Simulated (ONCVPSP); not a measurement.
**Potentials for Mn (Z = 25) compared**

Generated with ld1.x 7.5 (TM, RRKJ, ultrasoft, PAW), atompaw 4.2 or ONCVPSP 4.0.1. The cutoff is in Ry: for ld1.x and atompaw files where the sum of valence levels is converged to 10 mRy in a Bessel basis, for ONCV files where the hardest occupied wave has 1 mHa per electron of residual kinetic energy. The error is the largest all-electron minus pseudo excitation energy over each file’s own four to seven test configurations (ionisations up to +4, promotions, holes and added fractions of an electron), all of which were solved. The labels leave out finer settings (local radius, basis sizes, second energies), which also bear on the numbers. Spin-polarised tests are not counted. The rows are a selection from randomly drawn settings: files with unsolved tests, undetermined cutoffs or missed reference levels are left out.

A true bound ghost makes a file unfit for plane-wave use even where its test errors are small: the radial tests pick states by their node count and pass the ghost by.

```csv
potential,cutoff (Ry),largest error (meV),bound ghosts
"ONCV, PBE, scalar-relativistic, rc 1.50/1.20/1.40 (spd), local smoothed, core correction yes, reference 3s2 3p6 3d5 4s2, qcut 6.7/8.8/10.1, projectors 2/2/3",86,+10,none
"ONCV, LDA (Perdew-Wang 92), scalar-relativistic, rc 1.20/1.30/1.50/1.45 (spdf), local smoothed, core correction yes, reference 3s2 3p6 3d5 4s1.5 4p0.5, qcut 8.2/11.8/12.6/8.2, projectors 2/2/2/2",103,-43,none
"ONCV, LDA (Perdew-Zunger), scalar-relativistic, rc 1.60/1.00/1.60 (spd), local smoothed, core correction yes, reference 3s2 3p6 3d5 4s2, qcut 6.6/7.1/9.4, projectors 2/2/1",72,+44,none
"ONCV, PBEsol, scalar-relativistic, rc 1.40/1.45/1.10 (spd), local smoothed, core correction yes, reference 3s2 3p6 3d5 4s2, qcut 7.6/7.4/11.4, projectors 2/1/2",121,+11,none
"ONCV, LDA (Perdew-Wang 92), scalar-relativistic, rc 1.25/0.95/1.80/1.85 (spdf), local smoothed, core correction yes, reference 3s2 3p6 3d5 4s0.5, qcut 11.6/10.2/9.2/5.9, projectors 2/2/2/3",105,+5.5,none
"ONCV, PBE, scalar-relativistic, rc 1.55/1.15/1.00 (spd), local smoothed, core correction yes, reference 3s2 3p6 3d5 4s2, qcut 8.2/11.8/9, projectors 2/3/2",454,+13,none
"ONCV, revPBE, scalar-relativistic, rc 2.45/0.95/1.95 (spd), local smoothed, core correction yes, reference 3p6 3d5 4s1.5, qcut 3.5/9.5/9.4, projectors 2/2/2",64,+20,s
```

Task: Fill in the row for Mn: ONCV, LDA (Perdew-Wang 92), fully relativistic, rc 1.45/1.00/1.70 (spd), local smoothed, core correction no, reference 3s2 3p6 3d5 4s1.75, qcut 8.9/9.3/8.8, projectors 2/1/2.

Result: cutoff 67 Ry, largest error +22 meV, bound ghosts: none.
